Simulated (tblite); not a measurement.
C3H9ClSi2.
Numbering: `[CH2:1]=[C:2]([CH3:3])[Si@H:4]([SiH3:5])[Cl:6]` (hydrogens: H7, H8 on C1; H9, H10, H11 on C3; H12 on Si4; H13, H14, H15 on Si5)

Cartesian coordinates in Å at the GFN2-xTB level; atoms count from 1:
```xyz
15
C3H9ClSi2 angstrom
C     -1.7285   -1.3725   -0.2782
C     -1.0103   -0.2940    0.0057
C     -1.4066    1.0589   -0.5066
Si     0.5827   -0.3448    1.0313
Si     2.4204    0.4095   -0.1688
Cl     0.8590   -2.2544    1.6886
H     -2.6286   -1.3243   -0.8733
H     -1.4522   -2.3517    0.0748
H     -2.3452    1.0132   -1.0550
H     -1.5173    1.7584    0.3203
H     -0.6337    1.4505   -1.1674
H      0.3197    0.4279    2.2571
H      3.5258   -0.5476   -0.2264
H      2.0644    0.7387   -1.5537
H      2.9458    1.6401    0.4297
```

Computed with GFN2-xTB (tblite): harmonic, unscaled wavenumbers at the GFN2-xTB geometry, gas phase. Against measured fundamentals such values can be off by several per cent, at times by over 20. Modes of hydrogen on silicon can be 10 to 20 % off. One conformer, not necessarily the lowest. The optimisation stopped once no atom felt more than 0.01 eV/Å.

Lowest wavenumbers of the output (negative numbers stand for imaginary wavenumbers):
```
mode    cm-1
  1     -29.7
  2      39.3
  3      96.2
  4     122.2
  5     131.1
  6     142.4
  7     267.4
  8     350.2
```

Task: Is this structure a minimum?

Result: Not by this Hessian. 1 mode is imaginary beyond 20i (30i cm⁻¹), so at this level the point lies at or near a first-order saddle. The curvature is small, so loose convergence or finite differences may be the whole cause.

Task: Which atoms move in the imaginary mode?

Result: 30i: H15 (Si–H hydrogen) 33 %, H13 (Si–H hydrogen) 29 %, H14 (Si–H hydrogen) 27 %. These are shares of the mass-weighted motion.

Task: What is the remedy?

Result: Step along that mode in both directions, optimise again with tighter thresholds and repeat the frequencies. The zero-point energy of this point (64.5 kcal/mol) counts the 38 real modes alone, and thermal corrections from it aren't those of a minimum.

On one thread, Arm Neoverse N1 (aarch64), no GPU, shared host with 64 logical CPUs at a one-minute load of 61, this took 0.97 s. The figure is for the frequency step alone.
